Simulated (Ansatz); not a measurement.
Relaxation of CH₇BClN (11 atoms, charge 0, multiplicity 1), to a largest force component of 0.03 eV/Å in at most 50 steps.

All numbers below come from Ansatz 0.2.0, RKS PBE0/6-31G*.

```xyz
11
Properties=species:S:1:pos:R:3
B 0.023 -0.222 -0.082
H 0.053 -0.535 1.077
N 1.258 -0.147 -0.723
H 2.137 -0.369 -0.286
H 1.347 0.102 -1.698
C -1.344 0.030 -0.813
H -1.936 -0.892 -0.834
H -1.954 0.760 -0.274
H -1.239 0.376 -1.845
Cl 0.070 2.556 1.221
H 0.163 1.263 1.526
```

Q: Where does it end, and by what steps?

A: The run converged. The force dipped under the threshold on the way, but the program's further checks kept it going. After 44 steps the energy has fallen by 0.175 eV; Cl10 moved furthest, 2.13 Å.

```
step  energy less start (eV)  largest force component (eV/Å)  accepted
   0                  0.0000                           1.072       yes
   2                 -0.0856                           0.571       yes
   4                 -0.1142                           0.284       yes
   6                 -0.1312                           0.300       yes
   8                 -0.1349                           0.193       yes
  10                 -0.1407                           0.180       yes
  12                 -0.1431                           0.169       yes
  14                 -0.1447                           0.045       yes
  16                 -0.1449                           0.072       yes
  18                 -0.1451                           0.074       yes
  20                 -0.1456                           0.099       yes
  22                 -0.1465                           0.157       yes
  24                 -0.1482                           0.113       yes
  26                 -0.1466                           0.376        no
  28                 -0.1544                           0.108       yes
  30                 -0.1604                           0.194       yes
  32                 -0.1496                           0.613        no
  34                 -0.1680                           0.162       yes
  36                 -0.1705                           0.067       yes
  38                 -0.1733                           0.117       yes
  40                 -0.1744                           0.072       yes
  42                 -0.1751                           0.065       yes
  44                 -0.1754                           0.013       yes
```

```xyz
11
Properties=species:S:1:pos:R:3
B -0.325 0.206 -0.280
H -0.610 0.646 0.816
N 1.013 0.262 -0.659
H 1.746 0.645 -0.078
H 1.342 -0.079 -1.551
C -1.459 -0.391 -1.190
H -1.960 -1.223 -0.678
H -2.239 0.359 -1.373
H -1.107 -0.757 -2.162
Cl 1.625 1.855 2.495
H 0.552 1.400 1.929
```

Whether the end is a true minimum wasn't checked by a vibrational analysis.

Time of the run: 2.7 min on 1 thread of Arm Neoverse V1 (shared host), peak memory 0.18 GiB.
